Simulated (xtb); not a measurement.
C4H6ClF, SMILES C[C@@H](F)/C=C\Cl. All values are semi-empirical tight-binding results from xtb (GFN2-xTB unless named), good for trends rather than for accurate numbers. Geometry: GFN2-xTB. The structure was generated by enumeration; whether it is a known compound was not checked. One conformer was computed; it need not be the lowest.

Optimised geometry:

```xyz
12

C     -1.8535    -0.1872    -0.6409
C     -0.9726     0.1955     0.5447
F     -1.7387     0.1683     1.6962
C      0.1759    -0.7527     0.7105
C      1.3204    -0.6763     0.0543
Cl     1.6646     0.5619    -1.0905
H     -2.2136    -1.2062    -0.5219
H     -2.7065     0.4842    -0.6968
H     -1.2772    -0.1144    -1.5580
H     -0.6172     1.2293     0.4435
H      0.0179    -1.5551     1.4153
H      2.1257    -1.3817     0.1793
```

Computed properties:
```json
{
 "orbital_gap": "4.61 eV",
 "dipole_moment": "1.64 D",
 "zero_point_energy": "56.0 kcal/mol",
 "G − E(el) at 298.15 K (modified RRHO)": "36.2 kcal/mol",
 "static polarisability (D4 model)": "63.8 bohr³",
 "solvation energy, GFN2-xTB/ALPB(water)": "-3.0 kcal/mol",
 "solvation energy, GFN2-xTB/ALPB(dmf)": "-5.7 kcal/mol"
}
```

Computed atomic charges and the Wiberg bond orders between heavy atoms:
charges (e) C1 -0.11, C2 0.15, F3 -0.26, C4 -0.05, C5 0.04, Cl6 -0.16, H7 0.06, H8 0.06, H9 0.06, H10 0.06, H11 0.08, H12 0.07. Bond orders C1–C2 0.99, C2–F3 0.92, C2–C4 1.01, C4–C5 1.90, C5–Cl6 1.00.
